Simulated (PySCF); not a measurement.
## TDDFT excited states: C2H12N2OSi2

Compound: C2H12N2OSi2.
InChI=1S/C2H12N2OSi2/c1-2-7(3,4)5-6/h2-4H2,1,6H3

Method: TDDFT wB97X-D/def2-SVPD, vertical, gas phase, core orbitals frozen in the response (PySCF 2.14.0, density-fitted response routines). One conformer (not necessarily the lowest) at the GFN2-xTB geometry, without solvent, vibrations or thermal averaging. Torsions of this conformer, `[CH3:1][CH2:2][Si:3]([NH2:4])([NH2:5])[O:6][SiH3:7]`: C1–C2–Si3–N4 -179°, C2–Si3–O6–Si7 -40°, H–N4–Si3–C2 160°, H–N4–Si3–C2 -65°, H–N5–Si3–C2 -49°, H–N5–Si3–C2 176°.

```tsv
state	λ (nm)	E (eV)	f	main configurations (H = HOMO, L = LUMO)
S1	183.2	6.77	0.044	H→L (71%), H→L+2 (14%)
S2	176.1	7.04	0.076	H-1→L (57%), H-1→L+2 (11%), H→L+3 (10%)
S3	164.2	7.55	0.0003	H-2→L (61%)
S4	160.4	7.73	0.0008	H-3→L (50%), H-3→L+1 (9%)
S5	154.6	8.02	0.0021	H→L+2 (33%), H→L (11%), H-4→L (10%)
S6	149.9	8.27	0.0007	H→L+3 (25%), H-1→L+2 (19%), H-1→L+3 (17%)
S7	149.5	8.29	0.0059	H-4→L (13%), H-2→L (12%), H→L+2 (10%)
S8	146.3	8.47	0.0037	H→L+4 (30%), H→L+6 (13%), H→L+8 (9%)
```

Triplets, Tamm–Dancoff:

| state | E (eV) | λ (nm) | main configurations (H = HOMO, L = LUMO) |
| --- | --- | --- | --- |
| T1 | 6.58 | 188.3 | H→L (63%), H→L+2 (16%) |
| T2 | 6.81 | 182.0 | H-1→L (50%), H→L+3 (11%), H-1→L+2 (11%) |
| T3 | 7.32 | 169.4 | H-2→L (49%), H-4→L (11%) |

The lowest singlet lies at 6.77 eV (183 nm, vacuum ultraviolet) and is of moderate strength; its leading configuration is HOMO→LUMO (71%). The strongest level in the table is S2 at 7.04 eV (176 nm, f = 0.076). Löwdin shares by element: HOMO nitrogen 70%, silicon 5% or more, oxygen 5% (atoms not listed hold the other 20%); LUMO silicon 40%, oxygen 7%, hydrogen 5% or more (atoms not listed hold the other 48%). Orbital energies (eV): HOMO-3 -10.68, HOMO-2 -9.99, HOMO-1 -9.60, HOMO -9.24, LUMO 1.78, LUMO+1 2.37, LUMO+2 2.63. Weighted by f, the mean energy of these states is 7.07 eV. Of the 8 states listed, 2 reach f = 0.01 and 1 stays under 0.0005. No computed singlet lies in the visible range (380 to 750 nm); the lowest, at 183 nm, stands 3.51 eV above its violet end (3.26 eV). The window holds the lowest 8 singlets.

Without π bonds the low states are Rydberg-like; a valence basis with one diffuse set may place them up to an eV too high.
